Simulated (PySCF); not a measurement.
C3H3F3O2S.
Atom-mapped SMILES: `[CH2:1]=[CH:2][S:3](=[O:4])(=[O:5])[C:6]([F:7])([F:8])[F:9]` (hydrogens: H10, H11 on C1; H12 on C2)

Geometry (PBE0-D3(BJ)/def2-SVP, Å), atoms numbered from 1 in this order:
```
atom  x, y, z in Å
C1     1.9944   -0.2269    0.4440
C2     0.9009   -0.7773   -0.0745
S3    -0.2712    0.2667   -0.8895
O4    -0.8125   -0.4406   -2.0368
O5     0.2520    1.6218   -0.9623
C6    -1.6609    0.3368    0.3529
F7    -1.2779    1.0015    1.4282
F8    -2.0053   -0.8933    0.7046
F9    -2.6870    0.9411   -0.2059
H10    2.7655   -0.8416    0.9160
H11    2.1424    0.8563    0.3931
H12    0.6628   -1.8437   -0.0956
```

Level: CAM-B3LYP/def2-SVPD in PySCF, non-relativistic, on one gas-phase PBE0-D3(BJ)/def2-SVP geometry that isn't relaxed in the solvent. The solvent is an IEF-PCM continuum (van der Waals radii × 1.2), and excitations are vertical TDDFT with non-equilibrium linear response and a frozen core. The model holds no explicit solvent molecules, cavitation or dispersion.

Gas-phase singlets (H = HOMO, L = LUMO):

| state | E (eV) | λ (nm) | f | leading configuration |
| --- | --- | --- | --- | --- |
| S1 | 6.144 | 202 | 0.004 | H→L 92% |
| S2 | 6.785 | 183 | 0.026 | H-1→L 64% |
| S3 | 7.323 | 169 | 0.173 | H-2→L 46% |
| S4 | 7.338 | 169 | 0.068 | H-3→L 74% |
| S5 | 7.487 | 166 | 0.128 | H-4→L 69% |

Task: What are the lowest 5 singlets in dichloromethane (ε = 8.93)?

Result: 
```csv
state,E (eV),λ (nm),f,leading configuration,change by rank (eV)
S1,6.436,193,0.009,H→L 51%,+0.292
S2,7.018,177,0.309,H-1→L 48%,+0.233
S3,7.379,168,0.157,H-2→L 80%,+0.056
S4,7.746,160,0.008,H-3→L 71%,+0.408
S5,7.848,158,0.008,H-4→L 70%,+0.361
```

Task: How does the list change in acetone (ε = 20.49)?

Result: 
| state | E (eV) | λ (nm) | f | leading configuration | change by rank (eV) |
| --- | --- | --- | --- | --- | --- |
| S1 | 6.465 | 192 | 0.009 | H-1→L 54% | +0.321 |
| S2 | 7.037 | 176 | 0.318 | H→L 51% | +0.252 |
| S3 | 7.417 | 167 | 0.134 | H-2→L 81% | +0.094 |
| S4 | 7.787 | 159 | 0.007 | H-3→L 68% | +0.449 |
| S5 | 7.890 | 157 | 0.008 | H-4→L 66% | +0.403 |

Task: How do the frontier levels move from gas to acetone?

Result: 
```csv
orbital,gas (eV),solvent (eV),change (eV)
LUMO+2,1.47,1.54,+0.07
LUMO+1,0.93,1.11,+0.18
LUMO,-0.94,-0.54,+0.40
HOMO,-10.61,-10.52,+0.09
HOMO-1,-10.95,-10.70,+0.25
HOMO-2,-11.27,-11.35,-0.08
HOMO-3,-11.67,-11.83,-0.16
```

The HOMO–LUMO gap goes from 9.67 to 9.99 eV. Rows go by rank; for HOMO-2, HOMO-1, HOMO, LUMO+1 and LUMO+2 the atom shares or the degeneracy differ between the runs, so the row needn't follow one orbital.
